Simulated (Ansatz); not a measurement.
Basis-set extrapolation for C$_{2}$H$_{7}$NSi, SMILES `C=C(N)[SiH3]` (PBE0-D4/def2-TZVP geometry, frozen core, Ansatz 0.2.0). Multiplicity 1, RHF reference.

```tsv
	def2-TZVPP	def2-QZVPP
HF	-423.229477	-423.244970
MP2 correlation	-0.668183	-0.713526
CCSD(T) correlation	-0.741349	not run
```

Energies in hartree. Use E(X) = E(∞) + A·exp(−7.88·√X) for Hartree–Fock and E(X) = E(∞) + B·X^(−2.97) for correlation, with X = 3 and 4, and add CCSD(T) minus MP2 of the smaller set to the MP2 limit.

Q: What is the CCSD(T) energy at the basis-set limit?

A: HF limit: -423.244970 + (-0.015493) × 0.13774 = -423.24710. MP2 limit: -0.713526 + (-0.045343) × 0.74074 = -0.74711. Higher-order term: -0.741349 − (-0.668183) = -0.07317. Total: -424.06738 hartree, 253.5 kJ/mol below CCSD(T)/def2-TZVPP.
